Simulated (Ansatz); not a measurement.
`C[CH](C)[MgH]` + H₂O → `[OH][MgH]` + `CCC` at 400 K and 1 bar (formal hydrolysis of a Mg–C bond).

Program: Ansatz. Geometries: PBE0-D4/def2-TZVP. ΔE: electronic, gas phase. CCSD(T)/CBS is the MP2 limit (def2-TZVPP, def2-QZVPP) plus CCSD(T) − MP2 in def2-TZVPP, frozen cores. This one scheme is used for every species. For Mg outer-core shells are correlated without core-valence functions, which leaves a few kJ/mol of doubt a bond.

```tsv
species	CCSD(T)/CBS energy (Eh)	H − E (kJ/mol)	S (J/(mol·K))
`C[CH](C)[MgH]`	-318.83443	285.4	361.3
H₂O	-76.37941	69.8	198.6
`[OH][MgH]`	-276.29839	65.5	270.8
`CCC`	-118.98051	294.1	291.8
```

H − E and S are ideal-gas, rigid-rotor, harmonic terms from PBE0-D4/def2-TZVP. 1 Eh = 2625.50 kJ/mol, R = 8.31446 J/(mol·K).

By hand: ΔE, ΔH, ΔS and ΔG.

ΔE = (-276.29839) + (-118.98051) − (-318.83443) − (-76.37941) = -0.06506 Eh = -170.8 kJ/mol. Δ(H − E) = 65.5 + 294.1 − 285.4 − 69.8 = 4.4, so ΔH = -166.4 kJ/mol. ΔS = 270.8 + 291.8 − 361.3 − 198.6 = 2.7 J/(mol·K). ΔG = -166.4 − 400 × (2.7)/1000 = -167.5 kJ/mol.

By hand: the equilibrium constant, and the temperature at which ΔG would vanish if ΔH and ΔS stayed fixed.

log₁₀ K = −ΔG/(RT ln 10) = 21.9. ΔH and −TΔS have one sign here, so there is no such temperature.

The number of gas molecules stays the same, so ΔS is small and ΔH decides. A doubt of 5 kJ/mol in ΔE shifts log₁₀ K by 0.7 here. These are equilibria of isolated gas molecules and say nothing of rates. Largest T1 diagnostic: 0.010 (customary marks: 0.02 for closed shells, 0.045 for open ones).

ΔS is within the doubt of such terms, so its sign, and with it that verdict, could turn.
